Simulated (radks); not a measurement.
Task: The mean radii <r> (bohr) of the occupied orbitals of an atom or ion are listed with their occupations. All-electron calculation, Dirac Kohn-Sham, exchange-only PBE, spin-unpolarised, spherical densities, point nucleus. Program: a radial shooting solver on a logarithmic mesh with Libxc functionals.

orbital  occ.      <r>
1s1/2       2  0.07304
2s1/2       2   0.3435
2p1/2       2   0.3059
2p3/2       4   0.3085
3s1/2       2    1.075
3p1/2       2    1.164
3p3/2       4    1.172
4s1/2       1    3.418
3d3/2       1    1.740

Name the element and its charge. Open shells, if any, fill j = l - 1/2 first.

Result: Z = 21, scandium, charge +1: Sc+ in [Ar] 3d1 4s1. The 1s radius gives Z: for a bare nucleus <r> = (2 gamma + 1)/(2Z) with gamma = sqrt(1 - (Z/c)^2), 0.07087 bohr for Z = 21, and screening makes it slightly larger (0.07304 here). The occupations add up to 20, and the charge is Z minus that.
